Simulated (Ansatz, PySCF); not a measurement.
Torsion H3–O1–Ge2–H4 in GeH4O (SMILES [OH][GeH3]); at each angle all else is relaxed with GFN2-xTB, and the levels are single points there.
Geometry at 60° (charge 0, multiplicity 1):
```xyz
6

O      1.1639    -0.4461    -0.3899
Ge    -0.4494     0.0258     0.0375
H      1.8933     0.0335    -0.0032
H     -0.6750     1.4563    -0.3597
H     -0.6442    -0.1382     1.5175
H     -1.2743    -0.9234    -0.7549
```
Energies count from the point at 60°.

Frozen-core correlation. Filled d and f shells under p-block atoms count as core. CBS: X⁻³ extrapolation of the correlation energy, Hartree–Fock from the larger set. Rows in 6-31G* carry no dispersion term and start afresh at each structure (6-31G* with six Cartesian d functions); the Pople sets are all-electron and without relativity.

Run with Ansatz (Gaussian orbitals); PySCF for 6-31G* rows, the dispersion terms. Each number belongs to the level named beside it.

Energies in kcal/mol.

```tsv
dihedral (°)	HF/6-31G*	PBE-D3(BJ)/def2-TZVPP	wB97X-V/def2-TZVPP	CCSD(T)/CBS(cc-pVTZ, cc-pVQZ)
0	0.23	0.30	0.24	0.24
20	0.17	0.22	0.18	0.18
40	0.05	0.07	0.06	0.06
60	0.00	0.00	0.00	0.00
80	0.06	0.07	0.06	0.06
100	0.18	0.22	0.18	0.18
120	0.22	0.30	0.24	0.24
```

Ansatz is a program for electronic structure.
